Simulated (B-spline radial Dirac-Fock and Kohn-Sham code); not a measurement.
# Elastic and transport cross sections of germanium for positrons

Method: relativistic (Dirac) partial waves in the static field of the Dirac-Fock atom, without polarisation or absorption potentials. Computed with a radial B-spline solver. Below a few hundred eV the neglected polarisation potential matters, most of all at small angles. σ_tr1 and σ_tr2 weight the cross section with 1 − P₁ and 1 − P₂ of cos θ; "backward" is the share scattered beyond 90°.

```tsv
energy (eV)	σ (a₀²)	σ_tr1 (a₀²)	σ_tr2 (a₀²)	σ/σ_tr1	backward (%)
135	14.8	2.63	4.75	5.63	4.5
176	13.2	2.12	3.85	6.25	4.1
387	9.20	1.11	2.03	8.31	3.0
1080	5.42	0.445	0.856	12.2	1.8
1290	4.92	0.374	0.729	13.2	1.6
2920	3.11	0.153	0.320	20.4	0.85
3330	2.88	0.130	0.276	22.1	0.76
3340	2.87	0.130	0.275	22.1	0.76
7100	1.79	0.0491	0.110	36.5	0.38
11700	1.27	0.0243	0.0562	52.4	0.24
21100	0.832	0.0100	0.0240	83.1	0.13
26700	0.698	0.00692	0.0168	101	0.098
36200	0.554	0.00425	0.0105	131	0.070
37500	?	?	?	?	?
66400	0.351	0.00157	0.00398	224	0.034
148000	0.201	0.000414	0.00109	485	0.012
```

Q: Fill in the row for 37.5 keV.

A: σ = 0.539 a₀², σ_tr1 = 0.00401 a₀², σ_tr2 = 0.00991 a₀², σ/σ_tr1 = 135, backward 0.067 %. The ratio σ/σ_tr1 is roughly the number of elastic collisions that randomise the direction.
